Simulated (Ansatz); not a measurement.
Caution, from a PySCF single point (B3LYP-D3(BJ)/def2-TZVP) at this geometry: the restricted solution is unstable towards spin-unrestricted or complex orbitals, so a lower solution exists and this singlet may not be the ground state. This singlet is an excited state, 0.49 eV above the relaxed triplet at the level B3LYP/cc-pVTZ // B3LYP-D3(BJ)/def2-TZVP (Ansatz, a quantum-chemistry and plane-wave program).

A geometry relaxed with B3LYP-D3(BJ)/def2-TZVP (Ansatz), charge 0, multiplicity 1:

```xyz
8

C     -1.4227    -0.1735    -0.3631
H     -1.7894     0.7539    -0.8203
C      1.2337     0.0766    -0.1683
H     -1.7073    -0.9882    -1.0353
C      0.0044    -0.0424    -0.2307
H     -1.9389    -0.2863     0.5936
H      3.0527     0.5160     0.6541
C      2.5675     0.1438    -0.2559
```

Problem. Write the SMILES of this molecule.

Solution. `C#C[C]C`
